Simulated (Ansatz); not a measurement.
Basis-set series for C4H9F3Ge, SMILES `C[C](C)(C)[Ge]([F])([F])[F]`. The species carries charge 0 and has multiplicity 1. Geometry: relaxed with PBE0-D4/def2-TZVP.

```tsv
functional	basis	functions	energy (Eh)	HOMO (eV)	LUMO (eV)
PBE0-D4	def2-SVP	175	-2533.17236	-8.93	0.08
PBE0-D4	def2-QZVPP	758	-2534.05645	-8.98	-0.33
ωB97M-V	def2-SVP	175	-2533.61250	-11.10	2.08
ωB97M-V	def2-QZVPP	758	-2534.51193	-11.17	1.30
```

Q: Give the rows for def2-TZVPP. (An estimate is asked.)

A: Computed: 
```tsv
functional	basis	functions	energy (Eh)	HOMO (eV)	LUMO (eV)
PBE0-D4	def2-TZVPP	391	-2533.98501	-8.95	-0.14
ωB97M-V	def2-TZVPP	391	-2534.44314	-11.14	1.74
```

Positive LUMOs are unbound and depend on the basis. Scalar relativity is left out up to krypton.
